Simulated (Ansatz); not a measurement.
Ansatz results at the PBE0-D4/def2-TZVP geometry: zero-point energy (PBE0-D4/def2-TZVP) 162.2 kJ/mol; HOMO–LUMO gap (PBE0/def2-TZVPP) 6.27 eV; size of the dipole moment (PBE/def2-TZVPP) 1.62 D.

Each molecule was computed in one conformer, which needn't be the lowest.

Q: Which molecule gave them?
A. `BB1C=C1`
B. `C=C(Cl)I`
C. `O[SiH2]B(F)Br`
D. `CSBS`

A: D. The others give `C=C(Cl)I`: 86.3, 6.00, 1.04; `BB1C=C1`: 141.5, 6.43, 1.85; `O[SiH2]B(F)Br`: 101.4, 6.43, 0.66.
